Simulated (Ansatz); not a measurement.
Two isomers of C2H7ClGeO2: A = `C[O][GeH]([Cl])[O]C`, B = `C[O][Ge]([CH3])([OH])[Cl]`.

Gas-phase electronic energies from Ansatz, PBE0-D4/def2-TZVP geometries. CCSD(T)/CBS is the MP2 limit (def2-TZVPP, def2-QZVPP) plus CCSD(T) − MP2 in def2-TZVPP, frozen cores. DFT in def2-TZVPP. B3LYP here is the variant with VWN-RPA as its local correlation; programs differ in this. For Ge outer-core shells are correlated without core-valence functions, which leaves a few kJ/mol of doubt a bond. Scalar relativity is left out up to krypton. One conformer a species, not always the lowest.

Which is lower in electronic energy at CCSD(T)/CBS, and by how much? (Estimate.)

Computed: B, by 26.3 kcal/mol.

Give E(B) − E(A) in kcal/mol with PBE-D4, B3LYP-D4, PBE0-D4, B2PLYP, HF/def2-TZVPP, MP2/def2-TZVPP, r2SCAN-D4. (Estimate.)

Ansatz gave: PBE-D4 -24.8, B3LYP-D4 -24.0, PBE0-D4 -25.3, B2PLYP -24.8, HF/def2-TZVPP -22.4, MP2/def2-TZVPP -27.4, r2SCAN-D4 -25.5. None reverses the order clearly.

Largest T1 diagnostic: 0.011.

In def2-TZVPP, CCSD(T) changes the Hartree–Fock value by −3.3 kcal/mol (the triples alone add −0.2 kcal/mol) and MP2 by −5.0 kcal/mol.
